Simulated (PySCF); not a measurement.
Task: What does the PBE0-D3(BJ)/def2-SVP structure of `F[C](F)(F)[GeH2][SH]` look like in three dimensions?

Result: 
```xyz
9
CH3F3GeS angstrom
F     -0.835   -1.379   -1.010
C     -1.091   -0.500   -0.030
F     -1.291   -1.195    1.091
F     -2.241    0.117   -0.334
Ge     0.398    0.821    0.154
S      2.277   -0.286    0.527
H      0.446    1.631   -1.150
H      0.139    1.689    1.388
H      2.256   -0.914   -0.670
```

Any rigid rotation of these coordinates is as good. Atoms count from 1 in this order. S6 (sulfur bonded to Ge and H) is bent (angle 94.0°). Ge5 (germanium bonded to C, S and 2 H) is distorted tetrahedral (angles from 106.9° to 113.0°).

Bonds between heavy atoms (Å): F1–C2 1.341, C2–F3 1.334, C2–F4 1.341, C2–Ge5 1.999, Ge5–S6 2.213.

Computed with PBE0-D3(BJ)/def2-SVP geometry optimisation, gas phase (PySCF).

No frequency check. One conformer, not necessarily the lowest (C2–Ge5–S6–H 63°).

Hardware: an Arm Neoverse V1 with one thread, on a shared host. Cost: 72 s, 0.51 GiB resident at most. That covers the optimisation of the geometry.
